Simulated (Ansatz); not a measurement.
Relaxation of Zn₇H₂₀S₇, a nanocrystal cut from zinc blende ZnS (hydrogen-capped) with RKS PBE-D4/def2-SVP.

```sh
$ ansatz run in.yaml --threads 2 --pin off --events-out ev --progress --plain --max-ram 32768MiB --backend cuda --devices 0, --max-vram 18GiB
```

```yaml
crystal:
  periodic: [false, false, false]
  atoms:
    - {symbol: Zn, position_ang: [0.675300, -3.362800, 0.675100]}
    - {symbol: Zn, position_ang: [-2.054400, 2.048400, -2.028200]}
    - {symbol: Zn, position_ang: [0.662100, -0.661400, -2.029400]}
    - {symbol: Zn, position_ang: [-2.030500, -0.669700, 0.678300]}
    - {symbol: Zn, position_ang: [0.659100, -0.672600, 3.367900]}
    - {symbol: Zn, position_ang: [0.679100, 2.035500, 0.665800]}
    - {symbol: Zn, position_ang: [3.363400, -0.674000, 0.670300]}
    - {symbol: S, position_ang: [-3.391500, 0.701800, -0.667300]}
    - {symbol: S, position_ang: [-0.723000, -2.051000, -0.685000]}
    - {symbol: S, position_ang: [2.016300, -2.019400, 2.025900]}
    - {symbol: S, position_ang: [-0.650600, 0.665700, -3.393000]}
    - {symbol: S, position_ang: [-0.651700, 3.397100, -0.672400]}
    - {symbol: S, position_ang: [2.014900, 0.657600, -0.679900]}
    - {symbol: S, position_ang: [-0.680700, 0.664000, 2.012400]}
    - {symbol: H, position_ang: [1.558200, -4.278400, -0.220500]}
    - {symbol: H, position_ang: [-0.217600, -4.263700, 1.551700]}
    - {symbol: H, position_ang: [-2.915100, 2.937400, -2.919200]}
    - {symbol: H, position_ang: [1.547000, -1.548300, -2.931500]}
    - {symbol: H, position_ang: [-2.910800, -1.575300, 1.573000]}
    - {symbol: H, position_ang: [-0.219300, -1.578000, 4.259500]}
    - {symbol: H, position_ang: [1.560100, 0.223100, 4.249500]}
    - {symbol: H, position_ang: [1.542600, 2.927000, 1.552300]}
    - {symbol: H, position_ang: [4.267800, -1.547900, -0.243700]}
    - {symbol: H, position_ang: [4.268100, 0.237400, 1.554800]}
    - {symbol: H, position_ang: [-4.184700, -0.091500, -1.463800]}
    - {symbol: H, position_ang: [-4.159100, 1.462400, 0.080600]}
    - {symbol: H, position_ang: [-1.469200, -2.814500, -1.455900]}
    - {symbol: H, position_ang: [2.810700, -2.832300, 2.789900]}
    - {symbol: H, position_ang: [-1.454300, -0.092600, -4.182200]}
    - {symbol: H, position_ang: [0.102800, 1.474200, -4.165500]}
    - {symbol: H, position_ang: [0.116000, 4.176400, -1.469000]}
    - {symbol: H, position_ang: [-1.471400, 4.188400, 0.069100]}
    - {symbol: H, position_ang: [2.805800, 1.468100, -1.488900]}
    - {symbol: H, position_ang: [-1.462600, 1.457800, 2.820800]}
basis:
  gaussian: {orbitals: def2-SVP, fitting: {mean_field: def2-universal-jkfit}}
hamiltonian: {xc: pbe, dispersion: d4}
scf: {lower_state_search: "off"}
output: {orbitals: {seedname: orbitals}}
relax: {f_tol: 0.03, max_steps: 70}
```

Hardware: 2 threads of AMD EPYC 7R13 on a shared host and a share (18 GiB) of an NVIDIA H100 80GB HBM3. Wall time 4 min, peak host memory 0.98 GiB.

Positions (Å) and forces (eV/Å) at steps 1, 2, 3, 4, 5, 6, 7, 8 of 70:

```xyz
34
step=1 energy=-414948.6240 eV
Zn    0.675   -3.363    0.675    0.592   -1.095    0.248
Zn   -2.054    2.048   -2.028   -0.281    0.550   -0.638
Zn    0.662   -0.661   -2.029    1.115   -1.444    0.072
Zn   -2.030   -0.670    0.678   -0.245   -1.234    1.101
Zn    0.659   -0.673    3.368    0.391   -0.569    1.193
Zn    0.679    2.035    0.666    1.044   -0.188    1.134
Zn    3.363   -0.674    0.670    1.301   -0.392    0.624
S    -3.392    0.702   -0.667    1.593   -0.662   -0.757
S    -0.723   -2.051   -0.685    0.614    2.119    0.514
S     2.016   -2.019    2.026   -0.249    0.316   -0.374
S    -0.651    0.666   -3.393   -0.679    0.285    1.270
S    -0.652    3.397   -0.672   -0.382   -1.153   -0.297
S     2.015    0.658   -0.680   -0.922    0.623   -0.669
S    -0.681    0.664    2.012   -0.143    0.706   -1.076
H     1.558   -4.278   -0.221    0.472   -0.206   -0.613
H    -0.218   -4.264    1.552   -0.813   -0.251    0.484
H    -2.915    2.937   -2.919   -0.428    0.443   -0.471
H     1.547   -1.548   -2.932    0.182   -0.222   -0.534
H    -2.911   -1.575    1.573   -0.559   -0.127    0.146
H    -0.219   -1.578    4.260   -0.686   -0.541    0.277
H     1.560    0.223    4.250    0.442    0.793    0.186
H     1.543    2.927    1.552    0.329    0.669    0.325
H     4.268   -1.548   -0.244    0.138   -0.395   -0.720
H     4.268    0.237    1.555    0.177    0.575    0.452
H    -4.185   -0.091   -1.464   -0.838   -0.357   -0.343
H    -4.159    1.462    0.081   -1.384    0.970    0.963
H    -1.469   -2.814   -1.456   -0.654   -0.698   -0.658
H     2.811   -2.832    2.790   -0.237    0.242   -0.220
H    -1.454   -0.093   -4.182   -0.353   -0.397   -0.823
H     0.103    1.474   -4.165    0.568    0.599   -1.027
H     0.116    4.176   -1.469    0.495    0.876   -0.467
H    -1.471    4.188    0.069   -0.459    0.905    0.473
H     2.806    1.468   -1.489   -0.379   -0.459    0.452
H    -1.463    1.458    2.821    0.237   -0.280   -0.226
34
step=2 energy=-414951.3402 eV
Zn    0.695   -3.489    0.675    0.424   -1.153    0.249
Zn   -2.135    2.131   -2.111   -0.419    0.532   -0.559
Zn    0.771   -0.784   -2.107    0.929   -1.144    0.219
Zn   -2.106   -0.778    0.803    0.089   -0.989    0.972
Zn    0.662   -0.693    3.496    0.332   -0.458    1.218
Zn    0.798    2.108    0.774    0.945   -0.265    0.939
Zn    3.494   -0.672    0.687    1.275   -0.308    0.441
S    -3.370    0.677   -0.672    0.694   -0.231   -0.341
S    -0.679   -1.970   -0.639    0.069    1.245   -0.063
S     1.961   -1.958    1.960   -0.201    0.213   -0.235
S    -0.660    0.673   -3.367   -0.346    0.169    0.493
S    -0.658    3.376   -0.671   -0.219   -0.455   -0.165
S     1.954    0.618   -0.651   -0.749    0.548   -0.480
S    -0.626    0.641    1.953   -0.349    0.484   -0.811
H     1.618   -4.320   -0.310    0.179    0.057   -0.344
H    -0.324   -4.291    1.582   -0.443    0.066    0.152
H    -3.003    3.027   -3.016   -0.232    0.228   -0.245
H     1.620   -1.635   -3.085   -0.009   -0.024   -0.380
H    -3.077   -1.642    1.650   -0.380    0.045   -0.006
H    -0.310   -1.637    4.307   -0.367   -0.196   -0.029
H     1.588    0.333    4.273    0.123    0.430   -0.095
H     1.628    3.082    1.632    0.075    0.437    0.043
H     4.289   -1.577   -0.350   -0.114   -0.112   -0.393
H     4.310    0.324    1.614   -0.069    0.317    0.168
H    -4.237   -0.093   -1.455   -0.394    0.005   -0.009
H    -4.191    1.451    0.077   -0.580    0.258    0.193
H    -1.431   -2.776   -1.410   -0.181   -0.250   -0.152
H     2.749   -2.768    2.729   -0.166    0.178   -0.154
H    -1.433   -0.092   -4.218    0.017    0.030   -0.319
H     0.096    1.462   -4.208    0.046    0.092   -0.425
H     0.115    4.212   -1.450    0.040    0.365   -0.052
H    -1.453    4.233    0.074   -0.036    0.376    0.033
H     2.761    1.412   -1.437   -0.201   -0.305    0.274
H    -1.414    1.406    2.774    0.217   -0.186   -0.137
34
step=3 energy=-414953.3813 eV
Zn    0.731   -3.636    0.694    0.094   -0.979    0.184
Zn   -2.220    2.219   -2.198   -0.353    0.349   -0.376
Zn    0.902   -0.928   -2.106    0.772   -0.823    0.184
Zn   -2.104   -0.912    0.941    0.167   -0.766    0.770
Zn    0.687   -0.736    3.646    0.184   -0.161    0.975
Zn    0.932    2.103    0.906    0.796   -0.177    0.776
Zn    3.647   -0.692    0.723    1.032   -0.161    0.115
S    -3.310    0.653   -0.670   -0.177   -0.072   -0.108
S    -0.662   -1.897   -0.637   -0.300    0.396   -0.328
S     1.920   -1.916    1.913   -0.085    0.091   -0.089
S    -0.659    0.670   -3.306   -0.031    0.049   -0.257
S    -0.656    3.322   -0.664   -0.093    0.211    0.027
S     1.897    0.620   -0.648   -0.488    0.309   -0.273
S    -0.619    0.640    1.898   -0.302    0.283   -0.452
H     1.668   -4.318   -0.415   -0.040    0.229   -0.103
H    -0.439   -4.274    1.612   -0.064    0.260   -0.114
H    -3.090    3.112   -3.103   -0.165    0.161   -0.164
H     1.651   -1.676   -3.238   -0.097    0.080   -0.250
H    -3.229   -1.669    1.691   -0.246    0.107   -0.084
H    -0.416   -1.690    4.309   -0.081    0.056   -0.205
H     1.614    0.445    4.252   -0.128    0.053   -0.262
H     1.671    3.236    1.663   -0.081    0.239   -0.105
H     4.268   -1.606   -0.461   -0.280    0.108   -0.048
H     4.308    0.425    1.666   -0.232    0.085   -0.039
H    -4.264   -0.068   -1.432    0.165    0.409    0.302
H    -4.211    1.435    0.037    0.063   -0.226   -0.335
H    -1.409   -2.774   -1.377    0.160    0.123    0.168
H     2.705   -2.720    2.689   -0.107    0.117   -0.102
H    -1.406   -0.060   -4.232    0.273    0.410    0.169
H     0.062    1.440   -4.228   -0.403   -0.277    0.146
H     0.087    4.229   -1.426   -0.371   -0.096    0.259
H    -1.427    4.255    0.049    0.317   -0.165   -0.425
H     2.746    1.372   -1.407   -0.038   -0.120    0.105
H    -1.375    1.382    2.760    0.138   -0.101   -0.062
34
step=4 energy=-414954.6258 eV
Zn    0.757   -3.761    0.725   -0.125   -0.549    0.031
Zn   -2.281    2.278   -2.262   -0.079    0.083   -0.156
Zn    1.034   -1.066   -2.066    0.696   -0.686    0.021
Zn   -2.064   -1.044    1.072    0.059   -0.683    0.666
Zn    0.717   -0.769    3.767    0.089    0.129    0.510
Zn    1.064    2.061    1.038    0.701    0.010    0.702
Zn    3.780   -0.716    0.749    0.496   -0.060   -0.125
S    -3.249    0.636   -0.657   -0.793   -0.044   -0.246
S    -0.675   -1.847   -0.656   -0.388    0.127   -0.389
S     1.904   -1.896    1.891   -0.026    0.030   -0.011
S    -0.642    0.656   -3.246   -0.037    0.179   -0.652
S    -0.644    3.260   -0.649   -0.118    0.675   -0.058
S     1.850    0.644   -0.666   -0.371    0.236   -0.186
S    -0.639    0.657    1.853   -0.302    0.198   -0.331
H     1.688   -4.279   -0.487   -0.139    0.208    0.088
H    -0.515   -4.235    1.624    0.180    0.224   -0.186
H    -3.149    3.170   -3.162   -0.147    0.139   -0.131
H     1.656   -1.684   -3.358   -0.135    0.127    0.008
H    -3.347   -1.672    1.699   -0.007    0.140   -0.128
H    -0.484   -1.709    4.280    0.086    0.136   -0.191
H     1.620    0.514    4.209   -0.205   -0.196   -0.199
H     1.679    3.355    1.666   -0.141   -0.039   -0.159
H     4.223   -1.620   -0.531   -0.193    0.200    0.203
H     4.270    0.496    1.689   -0.180   -0.097   -0.144
H    -4.256   -0.011   -1.411    0.621    0.408    0.331
H    -4.209    1.417   -0.019    0.337   -0.186   -0.212
H    -1.398   -2.775   -1.364    0.238    0.204    0.233
H     2.685   -2.697    2.669   -0.052    0.059   -0.050
H    -1.390    0.001   -4.221    0.162    0.244    0.360
H     0.004    1.423   -4.225   -0.304   -0.244    0.449
H     0.030    4.223   -1.405   -0.313   -0.411    0.219
H    -1.406    4.249   -0.012    0.255   -0.437   -0.307
H     2.749    1.357   -1.394    0.037   -0.053    0.051
H    -1.358    1.375    2.760    0.095   -0.071   -0.007
34
step=5 energy=-414955.3545 eV
Zn    0.690   -3.752    0.674   -0.094   -0.288    0.033
Zn   -2.282    2.280   -2.278    0.087   -0.080    0.052
Zn    1.175   -1.202   -2.026    0.672   -0.620    0.022
Zn   -2.026   -1.186    1.201    0.050   -0.635    0.619
Zn    0.678   -0.702    3.758    0.076    0.134    0.255
Zn    1.196    2.022    1.180    0.647    0.015    0.668
Zn    3.770   -0.674    0.687    0.236   -0.047   -0.116
S    -3.152    0.605   -0.624   -0.935    0.049   -0.222
S    -0.715   -1.760   -0.705   -0.498    0.007   -0.482
S     1.834   -1.829    1.823    0.025   -0.017    0.026
S    -0.608    0.620   -3.155   -0.060    0.203   -0.744
S    -0.617    3.161   -0.614   -0.115    0.782   -0.110
S     1.764    0.692   -0.704   -0.242    0.356   -0.337
S    -0.692    0.700    1.767   -0.417    0.327   -0.215
H     1.632   -4.200   -0.565   -0.191    0.183    0.146
H    -0.595   -4.172    1.584    0.226    0.198   -0.220
H    -3.161    3.174   -3.166   -0.110    0.103   -0.105
H     1.733   -1.755   -3.392   -0.162    0.156    0.225
H    -3.387   -1.745    1.758    0.214    0.160   -0.155
H    -0.549   -1.651    4.207    0.134    0.175   -0.165
H     1.581    0.600    4.150   -0.226   -0.248   -0.175
H     1.746    3.391    1.743   -0.167   -0.259   -0.182
H     4.164   -1.580   -0.609   -0.169    0.222    0.247
H     4.199    0.563    1.634   -0.156   -0.149   -0.182
H    -4.157   -0.004   -1.399    0.579    0.319    0.318
H    -4.120    1.398   -0.007    0.379   -0.210   -0.205
H    -1.385   -2.769   -1.361    0.270    0.267    0.261
H     2.618   -2.625    2.603   -0.031    0.026   -0.027
H    -1.379   -0.001   -4.132    0.157    0.191    0.331
H     0.004    1.406   -4.137   -0.246   -0.247    0.431
H     0.021    4.129   -1.391   -0.254   -0.401    0.218
H    -1.393    4.152   -0.008    0.234   -0.420   -0.242
H     2.764    1.343   -1.366   -0.051   -0.117    0.116
H    -1.346    1.359    2.770    0.140   -0.134   -0.084
34
step=6 energy=-414955.9924 eV
Zn    0.676   -3.758    0.664   -0.107   -0.022   -0.047
Zn   -2.281    2.281   -2.283    0.154   -0.151    0.146
Zn    1.305   -1.327   -1.953    0.464   -0.418    0.085
Zn   -1.955   -1.316    1.321    0.092   -0.447    0.415
Zn    0.671   -0.683    3.761   -0.009    0.132    0.009
Zn    1.320    1.950    1.312    0.428   -0.061    0.469
Zn    3.770   -0.664    0.670    0.004    0.021   -0.113
S    -3.149    0.600   -0.613   -0.657    0.065   -0.126
S    -0.769   -1.681   -0.763   -0.397   -0.128   -0.381
S     1.823   -1.819    1.812    0.003   -0.005    0.006
S    -0.601    0.613   -3.151   -0.034    0.119   -0.532
S    -0.608    3.154   -0.605   -0.068    0.559   -0.087
S     1.678    0.754   -0.760    0.051    0.338   -0.351
S    -0.757    0.754    1.682   -0.360    0.343    0.051
H     1.611   -4.160   -0.590   -0.168    0.174    0.126
H    -0.618   -4.132    1.565    0.165    0.178   -0.168
H    -3.167    3.176   -3.169   -0.089    0.083   -0.085
H     1.752   -1.774   -3.409   -0.104    0.104    0.385
H    -3.407   -1.763    1.775    0.377    0.102   -0.104
H    -0.568   -1.628    4.170    0.109    0.155   -0.160
H     1.564    0.623    4.115   -0.170   -0.172   -0.170
H     1.765    3.409    1.760   -0.108   -0.410   -0.114
H     4.130   -1.563   -0.629   -0.165    0.171    0.173
H     4.165    0.582    1.613   -0.159   -0.117   -0.162
H    -4.135    0.010   -1.401    0.369    0.220    0.191
H    -4.109    1.404   -0.014    0.274   -0.146   -0.167
H    -1.370   -2.776   -1.349    0.274    0.318    0.260
H     2.605   -2.614    2.593    0.001   -0.001    0.002
H    -1.387    0.010   -4.118    0.091    0.145    0.223
H    -0.007    1.409   -4.122   -0.179   -0.152    0.290
H     0.006    4.114   -1.397   -0.183   -0.279    0.137
H    -1.396    4.134   -0.019    0.133   -0.279   -0.170
H     2.778    1.330   -1.351   -0.246   -0.213    0.223
H    -1.334    1.345    2.782    0.214   -0.227   -0.252
34
step=7 energy=-414956.4960 eV
Zn    0.648   -3.719    0.640   -0.089    0.128   -0.088
Zn   -2.270    2.272   -2.274    0.136   -0.137    0.136
Zn    1.420   -1.436   -1.842    0.243   -0.201    0.103
Zn   -1.845   -1.429    1.425    0.102   -0.231    0.196
Zn    0.651   -0.656    3.721   -0.074    0.102   -0.139
Zn    1.429    1.838    1.429    0.200   -0.101    0.246
Zn    3.730   -0.645    0.646   -0.138    0.078   -0.100
S    -3.165    0.598   -0.609   -0.241    0.021   -0.024
S    -0.810   -1.613   -0.806   -0.207   -0.338   -0.207
S     1.812   -1.808    1.801   -0.010    0.007   -0.001
S    -0.598    0.609   -3.164   -0.003    0.020   -0.213
S    -0.604    3.166   -0.601   -0.003    0.219   -0.021
S     1.610    0.797   -0.800    0.401    0.231   -0.228
S    -0.802    0.796    1.612   -0.236    0.219    0.386
H     1.582   -4.105   -0.606   -0.106    0.182    0.036
H    -0.634   -4.074    1.540    0.038    0.179   -0.081
H    -3.162    3.169   -3.164   -0.049    0.046   -0.047
H     1.777   -1.798   -3.350   -0.028    0.028    0.420
H    -3.350   -1.788    1.798    0.417    0.026   -0.030
H    -0.582   -1.599    4.118    0.033    0.099   -0.165
H     1.539    0.639    4.057   -0.072   -0.034   -0.176
H     1.789    3.349    1.784   -0.027   -0.429   -0.031
H     4.074   -1.538   -0.643   -0.168    0.077    0.044
H     4.112    0.597    1.585   -0.168   -0.034   -0.099
H    -4.126    0.025   -1.415    0.118    0.134    0.048
H    -4.105    1.419   -0.028    0.078   -0.039   -0.109
H    -1.340   -2.780   -1.323    0.232    0.365    0.220
H     2.595   -2.602    2.583    0.008   -0.011    0.010
H    -1.405    0.025   -4.114    0.020    0.109    0.071
H    -0.023    1.423   -4.115   -0.115   -0.040    0.090
H    -0.009    4.107   -1.412   -0.124   -0.095    0.038
H    -1.411    4.127   -0.034    0.032   -0.089   -0.114
H     2.786    1.306   -1.324   -0.434   -0.242    0.252
H    -1.311    1.317    2.789    0.234   -0.248   -0.422
34
step=8 energy=-414956.9684 eV
Zn    0.605   -3.640    0.601   -0.072    0.205   -0.097
Zn   -2.250    2.253   -2.255    0.093   -0.094    0.097
Zn    1.519   -1.521   -1.705    0.184   -0.137    0.053
Zn   -1.712   -1.526    1.505    0.050   -0.177    0.118
Zn    0.614   -0.610    3.643   -0.101    0.062   -0.205
Zn    1.513    1.699    1.530    0.133   -0.059    0.197
Zn    3.651   -0.607    0.602   -0.199    0.095   -0.071
S    -3.183    0.596   -0.601    0.016   -0.041    0.028
S    -0.806   -1.602   -0.811   -0.106   -0.232   -0.086
S     1.803   -1.799    1.792    0.009   -0.017    0.017
S    -0.592    0.602   -3.181    0.027   -0.046   -0.008
S    -0.597    3.181   -0.595    0.034    0.003    0.035
S     1.597    0.800   -0.795    0.319    0.115   -0.132
S    -0.808    0.792    1.600   -0.121    0.120    0.310
H     1.544   -4.009   -0.637   -0.035    0.160   -0.022
H    -0.665   -3.976    1.510   -0.042    0.164    0.002
H    -3.148    3.154   -3.150   -0.008    0.006   -0.007
H     1.821   -1.839   -3.232    0.024   -0.019    0.322
H    -3.235   -1.832    1.838    0.322   -0.025    0.021
H    -0.608   -1.560    4.030   -0.012    0.045   -0.140
H     1.513    0.673    3.957    0.017    0.057   -0.174
H     1.830    3.228    1.827    0.022   -0.321    0.022
H     3.980   -1.511   -0.673   -0.160   -0.007   -0.041
H     4.022    0.625    1.547   -0.150    0.019   -0.035
H    -4.127    0.052   -1.436   -0.004    0.080   -0.022
H    -4.112    1.442   -0.050   -0.024    0.026   -0.062
H    -1.309   -2.788   -1.298    0.168    0.295    0.150
H     2.585   -2.594    2.574   -0.002    0.001   -0.001
H    -1.429    0.050   -4.119   -0.010    0.079    0.002
H    -0.047    1.443   -4.118   -0.072    0.019   -0.009
H    -0.034    4.109   -1.435   -0.077    0.000   -0.012
H    -1.433    4.128   -0.059   -0.014    0.002   -0.079
H     2.790    1.283   -1.297   -0.383   -0.181    0.200
H    -1.291    1.289    2.795    0.173   -0.196   -0.372
```

Single mean-field runs in def2-SVP are fitted with def2-universal-jkfit.
